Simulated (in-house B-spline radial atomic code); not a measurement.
**The nitrogen ion N⁺: [He] 2s2 2p2**

Method: non-relativistic BLYP, spin-polarised, spherical fractional occupations, point nucleus. Calculated with a B-spline radial code for spherical atoms.

Effective charges: Z_r = [3n² - l(l+1)]/(2<r>) from the radius, Z_e = n√(-2ε) from the energy, and Slater's rules. Values are occupation-weighted means over spin.

| shell | electrons | ε (eV) | <r> (bohr) | Z_r | Z_e | Slater |
| --- | --- | --- | --- | --- | --- | --- |
| 1s | 2 | -401.45 | 0.2298 | 6.53 | 5.43 | 6.70 |
| 2s | 2 | -31.807 | 1.253 | 4.79 | 3.06 | 4.25 |
| 2p | 2 | -21.92 | 1.249 | 4.00 | 2.54 | 4.25 |

The least bound orbital is 2p up at -21.92 eV, while the most diffuse is 2s down (<r> = 1.272 bohr against 1.249 bohr): energy order and size order differ.

The density falls to 0.001 bohr⁻³ at 3.007 bohr; Σ<r²> = 7.8555 bohr² gives, by the non-relativistic formula and without the paramagnetism of open shells, a Langevin diamagnetic susceptibility of -6.221×10⁻⁶ cm³/mol.
